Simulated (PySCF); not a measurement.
## EPR parameters of C7H7

C7H7 (doublet state).
Geometry (GFN2-xTB, Å), atoms numbered from 1 in this order:
```
atom  x, y, z in Å
C1     2.0077    1.6148    0.1784
C2     1.3791    0.5951    0.2578
C3     0.6188   -0.5985    0.3437
C4     1.2151   -1.7905    0.3030
C5    -0.8503   -0.4421    0.4775
C6    -1.4387    0.6799    1.2230
C7    -1.5297    0.7342   -0.2273
H8     2.5695    2.4984    0.1151
H9     2.2837   -1.8807    0.2126
H10    0.6508   -2.7054    0.3647
H11   -1.3663   -1.4009    0.5098
H12   -2.1878    0.6968    1.9852
H13   -0.8662    1.4017   -0.7629
H14   -2.4862    0.5968   -0.7227
```

The hyperfine couplings belong to this conformer and change with its torsions.

As a line formula: `C#CC(=C)[C@H]1[CH]C1` [radical].

Computed, not measured: UKS B3LYP, pcH-1 on C H, non-relativistic, mean-field spin-orbit, GIAO in PySCF 2.14.0. The structure is a single GFN2-xTB conformer in the gas phase; no vibrational or solvent corrections. The geometry wasn't refined by DFT: couplings that depend on bond lengths, twists or pyramidal angles can differ widely from those at the functional's own minimum. No stability test was run, so a lower SCF solution isn't excluded.

```json
{
 "g1, g2, g3": "2.00219, 2.00281, 2.00305",
 "g_iso": "2.00268",
 "Form of g": "rhombic: the two nearest values differ by 28 % of g3 − g1",
 "⟨S²⟩": "0.7532 (exact 0.7500)",
 "HOMO–LUMO gap, α and β orbitals": "5.20, 4.52 eV"
}
```

Isotropic coupling and dipolar principal values T1 to T3, in MHz; ρ(0) is the spin density at the nucleus:

| atom | isotope | a_iso | T1 | T2 | T3 | Mulliken spin population | ρ(0) (bohr⁻³) |
| --- | --- | --- | --- | --- | --- | --- | --- |
| C1 | 13C | 1.7 | -1.3 | -0.2 | 1.5 | 0.01 | 0.0015 |
| C2 | 13C | -2.0 | -1.4 | -0.3 | 1.7 | -0.01 | -0.0018 |
| C3 | 13C | 40.3 | -3.6 | -2.0 | 5.6 | 0.03 | 0.0358 |
| C4 | 13C | -1.4 | -2.5 | 0.3 | 2.2 | -0.01 | -0.0013 |
| C5 | 13C | -19.0 | -4.4 | -0.8 | 5.1 | -0.02 | -0.0169 |
| C6 | 13C | 290.0 | -76.6 | -72.3 | 148.9 | 0.97 | 0.2580 |
| C7 | 13C | -19.5 | -5.0 | 0.2 | 4.8 | -0.04 | -0.0173 |
| H8 | 1H | -0.7 | -1.2 | -1.0 | 2.1 | 0.00 | -0.0002 |
| H9 | 1H | 2.4 | -1.0 | -0.6 | 1.6 | 0.00 | 0.0005 |
| H10 | 1H | 0.8 | -1.4 | -1.2 | 2.6 | 0.00 | 0.0002 |
| H11 | 1H | 45.4 | -5.7 | -1.9 | 7.6 | 0.02 | 0.0102 |
| H12 | 1H | -13.6 | -34.0 | -4.1 | 38.2 | -0.02 | -0.0031 |
| H13 | 1H | 96.5 | -6.6 | -4.1 | 10.7 | 0.04 | 0.0216 |
| H14 | 1H | 61.1 | -5.2 | -2.2 | 7.3 | 0.03 | 0.0137 |

The largest Mulliken spin population is on C6 (+0.97). The angles at C6 add up to 325.8°, so it is pyramidal.

Under fast tumbling the dipolar parts average out, and these isotropic splittings remain: 1 × 1H (H13, I = 1/2, 2 lines) with 3.44 mT, 1 × 1H (H14, I = 1/2, 2 lines) with 2.18 mT, 1 × 1H (H11, I = 1/2, 2 lines) with 1.62 mT, 1 × 1H (H12, I = 1/2, 2 lines) with 0.49 mT and 1 × 1H (H9, I = 1/2, 2 lines) with 0.09 mT.

The 13C coupling of C6 (290.0 MHz) shows only in satellite lines or after enrichment, since that isotope makes up about 1.07 % of natural carbon.

On one thread of an Arm Neoverse V2 (shared host), this took 45 s wall (with the writing of density and orbital grids) and 0.97 GiB of memory at its peak.
